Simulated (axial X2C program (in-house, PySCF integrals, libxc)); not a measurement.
# Potential curves of PbH⁺, 2c

Calculated with an in-house relativistic program for diatomic molecules. Two-component (2c) means X2C with spin–orbit coupling and atomic mean-field two-electron Coulomb and Gaunt terms. Basis: Pb dyall-cv3z [12s14p10d7f1g], H dyall-v3z [6s2p1d] (cores contracted in-house); Gaussian nuclei, density fitting, unrestricted open shells. Masses: Pb 207.977 u, H 1.008 u.

State: Ω = 0 (closed shell). Energies in cm⁻¹ from the fragments at the same level (Pb+ + H). Fits are polynomials in 1 − R0/R over 0.85 to 1.23 times the lowest point R0.

```json
{"R (Å)": "1.5764", "TPSSh": "-12576", "HF": "-2846", "PBE0": "-10727", "CCSD": ""}
{"R (Å)": "1.6489", "TPSSh": "-14522", "HF": "-4659", "PBE0": "-12592", "CCSD": "-12624"}
{"R (Å)": "1.7033", "TPSSh": "-15409", "HF": "-5426", "PBE0": "-13427", "CCSD": "-13426"}
{"R (Å)": "1.7576", "TPSSh": "-15903", "HF": "-5787", "PBE0": "-13876", "CCSD": "-13842"}
{"R (Å)": "1.8120", "TPSSh": "-16077", "HF": "-5816", "PBE0": "-14009", "CCSD": "-13949"}
{"R (Å)": "1.8754", "TPSSh": "-15956", "HF": "-5510", "PBE0": "-13845", "CCSD": "-13760"}
{"R (Å)": "1.9388", "TPSSh": "-15556", "HF": "-4913", "PBE0": "-13408", "CCSD": "-13308"}
{"R (Å)": "2.0204", "TPSSh": "-14733", "HF": "-3818", "PBE0": "-12541", "CCSD": "-12443"}
{"R (Å)": "2.1200", "TPSSh": "-13394", "HF": "-2123", "PBE0": "-11157", "CCSD": ""}
{"R (Å)": "2.2650", "TPSSh": "-11059", "HF": "779", "PBE0": "-8763", "CCSD": ""}
```

Correlated methods: 14 electrons correlated (number of frozen shells: Pb 5 s, 4 p, 2 d, 1 f; H none), 196 virtual spin orbitals or spinors in MP2, 90 natural virtuals in coupled cluster.

The state is a single determinant with fixed occupations, the lowest that a limited PBE0 search found. The closed shell is kept restricted, so the energy runs too high when the bond is stretched far. Dissociation energies refer to the lowest single-determinant-based atoms at the same level and basis. CCSD ran in a truncated set of natural virtual spinors with an MP2 remainder; without triples it tends to underbind. Without a current term, density functionals place determinants with orbital angular momentum somewhat too high. Coupled cluster ran on the points near the minimum only. MP2 and coupled cluster on one determinant become unreliable at the stretched end.

(1) What are Re, ωe and De at the TPSSh level?

(2) What are Re, ωe and De at the HF level?

(3) Fit the PBE0 curve near its minimum: give the equilibrium distance, the harmonic wavenumber and the well depth.

(4) Fit the CCSD curve near its minimum: give the equilibrium distance, the harmonic wavenumber and the well depth.

Results:

(1) At TPSSh, 2c: Re = 1.820 Å, ωe ≈ 1690 cm⁻¹, De = 1.99 eV to Pb+ + H; Be follows as 5.08 cm⁻¹.

(2) At HF, 2c: Re = 1.790 Å, ωe ≈ 1830 cm⁻¹, De = 0.72 eV to Pb+ + H; Be follows as 5.25 cm⁻¹.

(3) At PBE0, 2c: Re = 1.811 Å, ωe ≈ 1710 cm⁻¹, De = 1.74 eV to Pb+ + H; Be follows as 5.12 cm⁻¹.

(4) At CCSD, 2c: Re = 1.806 Å, ωe ≈ 1710 cm⁻¹, De = 1.73 eV to Pb+ + H; Be follows as 5.15 cm⁻¹.
